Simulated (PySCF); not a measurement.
# Static response to an electric field

Species: C5H7N2O2 (charge +1).
Structure used (GFN2-xTB), in Å, numbered top down from 1:
```
atom  x, y, z in Å
C1    -3.045    0.585   -0.120
C2    -1.797   -0.123    0.242
O3    -1.645   -1.142    0.831
O4    -0.684    0.593   -0.247
C5     0.544    0.111   -0.078
C6     1.062   -1.017    0.510
N7     2.416   -0.945    0.348
C8     2.734    0.163   -0.302
N9     1.606    0.823   -0.572
H10   -2.899    1.661   -0.111
H11   -3.841    0.294    0.560
H12   -3.334    0.289   -1.129
H13    0.560   -1.822    1.008
H14    3.068   -1.645    0.680
H15    3.723    0.480   -0.572
H16    1.524    1.706   -1.060
```

Level: CAM-B3LYP/def2-SVPD (PySCF), static field, nuclei fixed, core orbitals frozen in the response. The polarisability tensor in these axes (au):

```
x    98.40  -2.52  -2.40
y    -2.52  66.66 -12.02
z    -2.40 -12.02  52.83
```

Give the principal values, the mean and the anisotropy Δα = √{½[(α1 − α2)² + (α2 − α3)² + (α1 − α3)²]}.

Principal values 45.67, 73.57 and 98.65 au; mean 72.63 au = 10.76 Å³ = 11.97 × 10⁻⁴⁰ C²·m²/J; Δα = 45.90 au (63 % of the mean).

What depolarisation ratio follows for Rayleigh scattering of linearly polarised light, taking the static tensor?

ρ = 3Δα²/(45ᾱ² + 4Δα²) = 6320.9/(237372 + 8427.9) = 0.0257.

Give the eigenvalues of the traceless quadrupole moment Θ = ½Σq(3rr − r²1), origin at the centre of nuclear charge.

-25.68, -10.00, 35.68 D·Å. The values depend on the origin, since the species is charged. The electronic extent ⟨r²⟩ about the same centre is 1264 bohr², a root-mean-square distance of 2.32 Å for the 66 electrons.

Give the principal axes and the span of the nuclei along them.

Largest value along (1.00, -0.07, -0.03), where the nuclei span 7.57 Å; middle along (0.04, 0.86, -0.50), 4.12 Å; least along (0.06, 0.50, 0.86), 1.59 Å. The response follows the extents in order.

Sum over states: ᾱ = Σ f/ω², ω in Eh. What share falls to these 8 lowest TDDFT singlets (eV, f)? 5.82, 0.2159; 5.88, 0.0013; 6.78, 0.1259; 7.18, 0.0001; 7.36, 0.0000; 7.68, 0.0060; 7.96, 0.0221; 8.15, 0.0072.

They add up to 7.19 au, 9.9 % of the 72.63 au; the largest single term is 4.72 au, from the state at 5.82 eV. Terms in order: 4.72, 0.03, 2.03, 0.00, 0.00, 0.08, 0.26, 0.08 au. Higher excitations give the rest. The strengths listed sum to 0.378.

Geometry: GFN2-xTB, one conformer, isolated ion.
